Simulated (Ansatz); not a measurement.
A search over several starts for the lowest SCF solution of Ge₆⁺ at the given spin, in a small basis.

```yaml
crystal:
  periodic: [false, false, false]
  atoms:
    - {symbol: Ge, position_ang: [0.176183, 0.441765, -1.878111]}
    - {symbol: Ge, position_ang: [0.803168, 1.279327, 0.409879]}
    - {symbol: Ge, position_ang: [-1.744139, 1.320616, 0.480632]}
    - {symbol: Ge, position_ang: [0.262267, -0.774771, 1.757480]}
    - {symbol: Ge, position_ang: [-1.140742, -1.026105, -0.316116]}
    - {symbol: Ge, position_ang: [1.643252, -1.240842, -0.453763]}
basis:
  gaussian: {orbitals: def2-SVP, initial_orbitals: start.molden}
total_charge: 1
magnetization: {spin_polarized: true, initial_magnetization: 1}
hamiltonian: {xc: pbe, dispersion: d4}
output: {orbitals: {seedname: orbitals}}
```

The file start.molden holds the orbitals of an earlier run on this structure, at another level or in another basis.

```sh
$ ansatz run in.yaml --threads 4 --pin off --events-out ev --progress --plain --max-ram 4787MiB
```

Shortened log:

```
Functional definition: PBE
  name "PBE"
  cite "Perdew, Burke & Ernzerhof, Phys. Rev. Lett. 77, 3865 (1996) doi:10.1103/PhysRevLett.77.3865"
  parent pbe
  parameter kappa = 0.804
  parameter beta = 0.06672455060314922
  exchange = pbe_x(kappa = kappa, mu = beta*pi^2/3)
  correlation = pbe_c(beta = beta)
2106 factors; their error is unknown
mean field evaluation 1: about -338953.1259 eV, gradient 1.1e2 eV
mean field evaluation 2: about -338968.5845 eV, gradient 2.5e1 eV
mean field evaluation 4: about -338998.8068 eV, gradient 1.4e1 eV
mean field evaluation 8: about -339012.4109 eV, gradient 1.3e0 eV
mean field evaluation 16: about -338994.2351 eV, gradient 5.0e1 eV
mean field evaluation 32: about -339012.2388 eV, gradient 1.8e-5 eV
mean field -339012.23876681 eV, -12458.4699839316 hartree, gradient 2.1e-5 eV, S^2 0.754363; 5 other end points of the search recorded, 0 dependent functions left out
reference -339012.23879906 eV, -12458.4699851167 hartree; 96, 95 occupied and 96, 97 virtual orbitals, 2106 factors
Total energy: -339012.72442461 eV, -12458.4878315266 hartree
```

Run time 18 s (4 threads of Arm Neoverse V2 on a shared host).

The structure comes from a short search, and lower isomers may exist.
